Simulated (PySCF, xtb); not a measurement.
B(Me)2(PH2) (C2H8BP), SMILES PB(C)C.

Geometry optimised at B3LYP-D3(BJ)/def2-SVP. One conformer was computed; it need not be the lowest.

These are C-PCM-PBE0/def2-SVP (PySCF) values and carry that method's errors.

The values are the electrostatic part of the solvation free energy, E(continuum) − E(gas) at the gas-phase geometry, in a cavity of scaled van der Waals radii (PySCF's table); cavitation and dispersion terms are not included. In vacuum the orbital gap is 6.20 eV. The dipole moment in vacuum is 1.29 D.

Question: Estimate the values in water (ε = 78.36), dichloromethane (ε = 8.93), 2-propanol (ε = 19.26). (An estimate is asked for; the answer gives what the named calculation found.)

Answer: 
```
solvent              ε  ΔG(elec) (kcal/mol)  dipole (D)  gap (eV)
---------------  -----  -------------------  ----------  --------
water            78.36                 -1.7        1.75      6.36
dichloromethane   8.93                 -1.5        1.69      6.34
2-propanol       19.26                 -1.6        1.72      6.35
```

For comparison, GFN2-xTB/ALPB(water) (xtb, at the GFN2-xTB geometry, all terms of that model) gives 0.0 kcal/mol.
